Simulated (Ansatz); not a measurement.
Species: SrF₂ (charge 0, singlet). SMILES: [F][Sr][F]
Structure (B3LYP-D3(BJ)/def2-TZVP (Ansatz, a program for electronic structure) minimum search):
```xyz
3

Sr     0.2145    -0.1109    -0.1638
F     -0.6824     1.6736    -0.9291
F     -0.2233    -1.2053     1.6209
```

Property: atomisation energy (electronic, to ground-state atoms), in kcal/mol. Valence correlation only, unless marked. UHF or UKS for open shells. Spin-orbit coupling is left out. Frozen are the shells of the preceding noble gas and the d and f shells that filled before the atom's block. The outer core of K, Ca and their heavier congeners is not correlated, a term that matters for these elements. In def2 rows, elements after Kr have scalar-relativistic effective core potentials. CBS(X,Y): correlation extrapolated as X^-3; Hartree-Fock from the larger set. [CCSD(T)-MP2]/basis is that difference in the basis named.

```csv
level,program,atomisation energy (kcal/mol)
HF/def2-SVPD,Ansatz,191.5
SVWN5/def2-TZVPD,Ansatz,299.8
PBE/def2-TZVPD,Ansatz,269.7
BLYP-D4/def2-TZVPD,Ansatz + dftd4,265.4
CAM-B3LYP/def2-TZVPD,Ansatz,263.0
PBE-QIDH/def2-TZVPD,Ansatz,258.6
RI-MP2/def2-TZVPPD,Ansatz,276.2
CCSD(T)/def2-SVPD,Ansatz,255.4
"RI-MP2/CBS(def2-TZVPP,def2-QZVPP)+[CCSD(T)-MP2]/def2-TZVPP",Ansatz,265.9
```
